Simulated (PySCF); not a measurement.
Species: C₃H₁₂NPSi.
Z-matrix (Å and degrees, GFN2-xTB geometry), rows numbered from 1:
```
C 
C   1  1.5187
N   2  1.4557  1  112.41
C   3  1.4485  2  111.61  1   175.61
P   3  1.7188  2  117.26  1   -42.95
Si  5  2.2613  3  106.66  2   -85.94
H   1  1.0894  2  110.56  3    68.25
H   1  1.0874  2  109.91  3  -171.62
H   1  1.0872  2  109.75  3   -51.47
H   2  1.0966  1  109.33  3   118.15
H   2  1.1023  1  109.87  3  -124.16
H   4  1.0923  3  108.58  2   -58.12
H   4  1.0895  3  109.45  2  -176.50
H   4  1.0974  3  113.11  2    62.15
H   5  1.3978  3   93.61  2   177.12
H   6  1.4623  5  110.63  3  -127.18
H   6  1.4642  5  106.25  3   113.02
H   6  1.4688  5  114.86  3    -5.23
```

Computed at PBE0/pcSseg-1 (PySCF, non-relativistic), with Q(14N) = 0.02044 b: N3, 14N (I = 1): χzz = -5.816 MHz, η = 0.037.

Task: Where would the pure quadrupole (NQR) lines of 14N at N3 fall for the rigid, isolated species?

Result: From ν± = (3/4)|χ|(1 ± η/3) and ν0 = |χ|η/2: ν+ 4.416 MHz, ν− 4.309 MHz, ν0 0.107 MHz (nitrogen bonded to 2 C and P).

In a crystal, neighbours and librations shift these lines. GFN2-xTB frequencies show an imaginary mode (82i cm⁻¹), so this geometry is no minimum at that level. GFN2-xTB bond lengths can be off by several hundredths of an ångström, more for odd bonds, and the gradients follow them. The small basis limits the accuracy of the gradients.

One conformer stands for the species.
